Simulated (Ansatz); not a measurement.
Geometry optimisation, RKS PBE0-D4/def2-SVP in Ansatz.

input.yaml

```yaml
crystal:
  periodic: [false, false, false]
  atoms:
    - { symbol: O, position_ang: [-1.7312, 1.784, 0.5005] }
    - { symbol: Si, position_ang: [-0.7305, 0.6816, 1.2132] }
    - { symbol: "N", position_ang: [0.83128, 0.93173, 0.64684] }
    - { symbol: C, position_ang: [0.59692, 1.37004, 2.04097] }
    - { symbol: Sn, position_ang: [1.379, 2.35174, 3.70139] }
    - { symbol: H, position_ang: [-2.5886, 1.8361, 1.0588] }
    - { symbol: H, position_ang: [-1.03855, -0.76484, 1.1478] }
    - { symbol: H, position_ang: [1.93295, 3.93344, 3.31074] }
    - { symbol: H, position_ang: [2.66383, 1.3496, 4.34337] }
    - { symbol: H, position_ang: [0.09174, 2.44945, 4.88916] }
basis:
  gaussian: { orbitals: def2-SVP }
hamiltonian:
  xc: pbe0
  dispersion: d4
relax:
  f_tol: 0.015
  max_steps: 40
```

Launched with:

```bash
$ ansatz run input.yaml --threads 2 --pin off --max-ram 3072MiB --backend cpu --events-out ev --progress --plain --runs-dir out
```

Task: Where does it end, and by what steps?

Result: The run converged. After 32 steps the energy has fallen by 1.555 eV; O1 moved furthest, 1.03 Å.

| step | energy less start (eV) | largest force component (eV/Å) | accepted |
| --- | --- | --- | --- |
| 0 | 0.0000 | 5.286 | yes |
| 2 | -1.3673 | 2.340 | yes |
| 4 | -1.4529 | 0.548 | yes |
| 6 | -1.4696 | 0.185 | yes |
| 8 | -1.3927 | 1.916 | no |
| 10 | -1.5006 | 0.390 | yes |
| 12 | -1.5379 | 0.194 | yes |
| 14 | -1.5456 | 0.104 | yes |
| 16 | -1.5408 | 0.775 | no |
| 18 | -1.5501 | 0.055 | yes |
| 20 | -1.5510 | 0.131 | yes |
| 22 | -1.5527 | 0.048 | yes |
| 24 | -1.5537 | 0.058 | yes |
| 26 | -1.5544 | 0.072 | yes |
| 28 | -1.5548 | 0.051 | yes |
| 30 | -1.5550 | 0.025 | yes |
| 32 | -1.5551 | 0.013 | yes |

```xyz
10
Properties=species:S:1:pos:R:3
O -2.303 0.977 0.776
Si -0.720 0.593 1.051
N 0.573 1.805 0.826
C 0.418 1.519 2.078
Sn 1.455 2.342 3.794
H -2.601 1.854 1.036
H -0.521 -0.785 0.577
H 2.625 3.474 3.267
H 2.190 1.050 4.645
H 0.291 3.094 4.802
```

Whether the end is a true minimum wasn't checked by a vibrational analysis.

The run took 120 s on 2 threads of AMD EPYC 7B13 (Zen 3) (shared host), peak memory 0.29 GiB.
